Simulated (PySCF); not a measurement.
ClF3H2Si2, SMILES Cl[SiH2][Si](F)(F)F. Geometry: PBE-D3(BJ)/def2-SVP. The structure was generated by enumeration, and PubChem lists no compound with its InChIKey, so it may never have been made. One conformer was computed; it need not be the lowest.

Question: Give the equilibrium geometry at PBE-D3(BJ)/def2-SVP (PySCF confirms it by a frequency run) as a Z-matrix, and its point group. (An estimate is asked for; the answer gives what the named calculation found.)

Answer: This is not unique; one that fits is point group Cs.
```
Si
F 1 1.6215
F 1 1.6215 2 107.52
F 1 1.6240 2 107.48 3 115.45
Si 1 2.3367 2 111.76 3 -122.99
H 5 1.5001 1 109.85 2 -59.13
H 5 1.5001 6 110.06 1 121.07
Cl 5 2.0803 6 109.83 7 121.05
```
Charge 0, spin multiplicity 1.
